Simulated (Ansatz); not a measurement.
Reading a saddle point

A first-order saddle point of Si5H13Cl, singlet, PBE0-D4/def2-TZVP, with one imaginary mode of 630i cm⁻¹:

| atom | x (Å) | y (Å) | z (Å) |
| --- | --- | --- | --- |
| Si1 | -0.5301 | 1.6017 | 1.4520 |
| Cl2 | -2.5078 | 0.0063 | 2.0473 |
| H3 | -1.0504 | 0.0681 | 0.9711 |
| Si4 | 0.1074 | -0.2636 | -0.2365 |
| Si5 | -0.2354 | 1.0073 | -2.1681 |
| Si6 | 2.3306 | -0.3910 | 0.4811 |
| Si7 | -0.9900 | -2.3376 | -0.3236 |
| H8 | 0.7270 | 2.1376 | 0.8108 |
| H9 | -1.5914 | 2.5255 | 1.0158 |
| H10 | -0.1717 | 1.4375 | 2.8712 |
| H11 | 0.2864 | 2.3832 | -1.9754 |
| H12 | -1.6848 | 1.0464 | -2.4848 |
| H13 | 0.4986 | 0.3484 | -3.2802 |
| H14 | 3.0973 | 0.7591 | -0.0607 |
| H15 | 2.3643 | -0.3655 | 1.9666 |
| H16 | 2.9240 | -1.6632 | -0.0090 |
| H17 | -2.4059 | -2.1378 | -0.7119 |
| H18 | -0.8734 | -3.0099 | 0.9934 |
| H19 | -0.2947 | -3.1523 | -1.3591 |

Program: Ansatz 0.2.0. Basis: def2-TZVPP and def2-QZVPP. Cores are frozen in the correlated methods. Extrapolation: Hartree–Fock as exp(−7.88 √X), correlation as X^−2.97.

Q: Which contacts change along the imaginary mode, and what lies on either side? (A judgement: the text doesn't fix the answer.)

A: Computed: The step is Si₄H₁₀ ([SiH3][SiH]([SiH3])[SiH3]) + SiH₃Cl ([SiH3][Cl]) → Si₅H₁₂ ([SiH3][Si]([SiH3])([SiH3])[SiH3]) + HCl, with the molecules in contact on both sides. Shortening one way: Si1–Si4, Cl2–H3; lengthening the same way: Si1–Cl2, H3–Si4.
```tsv
pair	one side (Å)	saddle (Å)	other side (Å)
Si1–Si4	4.37	2.60	2.34
Cl2–H3	3.31	1.81	1.28
Si1–Cl2	2.06	2.61	4.00
H3–Si4	1.49	1.71	4.17
```

Q: Which side is lower, and how far does the saddle lie above each? (To be estimated.)

A: Computed: The side with Si1–Cl2, H3–Si4 short is lower by 18.02 kcal/mol; the saddle lies 55.10 kcal/mol above it and 37.08 kcal/mol above the other (CCSD(T) at an estimated basis limit (MP2 extrapolated from triple and quadruple zeta, plus CCSD(T) − MP2 in triple zeta); electronic energies).

T1 diagnostic: at most 0.015.

Labels in which every atom is bracketed show which atoms are joined, not bond orders.

For scale, one of the runs: CCSD(T)/def2-TZVPP, 434 basis functions, launched by `ansatz run in.yaml --threads 4 --pin off --events-out ev --progress --plain --max-ram 66560MiB --backend cuda --devices 0, --max-vram 37GiB`. Time: 20 s of wall clock on 4 CPU threads of an AMD EPYC 7R13 and a share of one NVIDIA H100; the host was shared. Peak host memory: 1.1 GiB.
